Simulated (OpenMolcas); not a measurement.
## Levels of neutral hafnium by method

```yaml
Program: OpenMolcas
Basis: ANO-R1 [7s5p4d2f]
Scalar_Hamiltonian: X2C, finite nucleus
Active_space: 4 electrons in 6 orbitals (5d 6s)
State_averaging: 2S+1 = 3 even, 55 roots; 2S+1 = 5 even, 10 roots kept (CI in the orbitals of an earlier block); 2S+1 = 1 even, 50 roots kept (CI in the orbitals of an earlier block)
Spin-orbit_coupling: state interaction with AMFI integrals over the reference wave functions, term energies averaged over their components
```

Methods on the same reference wave functions:
A. CASSCF
B. SS-CASPT2, IPEA 0.25 Eh, imaginary shift 0.1 Eh (closed shells correlated: 5s 5p)
C. MS-CASPT2, IPEA 0.25 Eh, imaginary shift 0.1 Eh (closed shells correlated: 5s 5p)

Energies in cm-1 above 5d2 6s2 3F2, the measured ground level; measured values from NIST Handbook of Basic Atomic Spectroscopic Data.

```
               Level      A      B      C  Measured
         5d2 6s2 3F2    0.0    0.0    0.0       0.0
         5d2 6s2 3F3   2136   2220   2320      2357
         5d2 6s2 3P0   3691   4260   3890      5522
         5d2 6s2 3F4   4201   4280   4420      4568
         5d2 6s2 3P1   4508   5190   4890      6573
          5d3 6s 5F1   7693  12780  13040          
          5d3 6s 5F2   8386  13490  13740          
          5d3 6s 5F3   9354  14490  14750          
          5d3 6s 5F4  10532  15700  15950          
         5d2 6s2 1G4  10868  11060  11010     10533
          5d3 6s 5F5  11855  16970  17230          
          5d3 6s 5P1  16844  21100  21260          
          5d3 6s 5P2  17324  21470  21550          
          5d3 6s 5P3  18353  22650  22910          
          5d3 6s 3G3  20496  23790  24060          
          5d3 6s 3G4  20830  24280  24540          
   5d3 6s 3G5 [72 %]  21715  25270  25530          
5d3 6s 3F2(1) [65 %]  23013  24580  24770          
          5d3 6s 3D1  23403  25320  25480          
   5d3 6s 3H4 [75 %]  23960  27530  27770          
5d3 6s 3F3(1) [51 %]  24619  26470  26710          
   5d3 6s 3D2 [62 %]  24824  26670  26800          
          5d3 6s 3H6  24990  28860  29120          
          5d3 6s 3H5  25042  28830  29090
```

Deviations, from unrounded energies. A percentage is the sum of absolute deviations over the sum of measured energies, with the sign that they share, or ± where signs differ.

| Against measurement | Levels | A | B | C |
| --- | --- | --- | --- | --- |
| mean absolute deviation (cm-1) | 5 | 960 | 720 | 790 |
| fine structure of the ground term (%) | 2 | -8.5 | -6.1 | -2.7 |
| other terms of the ground configuration (%) | 3 | ±18.7 | ±14.0 | ±16.7 |

B lies closest to measurement on these levels and A furthest from it. The largest miss of B in the table is 5d2 6s2 3P1, by -1400 cm-1. The ranking rests on the paired levels alone, and a cruder setting can come out closer through cancelling errors.

Between B and C the level of the table that moves most is 5d2 6s2 3P0, by 370 cm-1 (lowest in C, highest in B). Moves below CASPT2's spread within the term are not significant.

The mean deviations of B to C differ by less than CASPT2's widest spread within a term (920 cm-1), so their order carries little weight.

From A to B the spin-free energies of the other terms of 5d2 6s2 shown, above 3F, scale by factors of 1.02 to 1.24.

The lowest spin-free term lies below A's lowest term by 0.133 hartree in B, 0.133 hartree in C.

CASPT2 does not keep the components of a term degenerate, so their means are used; among the terms shown or strongly mixed into the levels shown the widest spread is 920 cm-1 (5d2 6s2 3F, C). Over all roots computed the reference weight is 0.88 to 0.96 in B, 0.88 to 0.96 in C; the roots of lowest weight are the least certain, and an intruder state may touch them. Terms from blocks run as CI alone lack orbitals of their own. A single d shell beside an s shell can misplace configurations of different d count against each other. Without dynamic correlation excited terms often stand tens of per cent too high (terms of higher spin than the ground term too low), and those without a measured partner can miss by more than the paired ones (holds for A). Some terms miss by over 15 % even with CASPT2, which points to a basis or an active space too small for the shells correlated (holds for B; C). The CASPT2 spread within a term exceeds the gap to the next term for 5d3 6s 3D and 5d3 6s 3F(1), so the order of their levels is uncertain, and so are names and mixing where such terms share a J (holds for C). Measured partners are found by configuration, term and J. A level has none where our copy of the source lacks it or the pairing is in doubt (some pairs that miss far off the trend of their configuration count as doubtful), and it then counts in no deviation. Levels of configurations outside the active space are missing. The table leaves out levels that lie high or whose names do not pair safely across all columns.

A share in square brackets marks a mixed level and gives the weight of the term that names it, the lowest over the columns. A number in round brackets counts repeated terms of one configuration in the order of the reference energies.
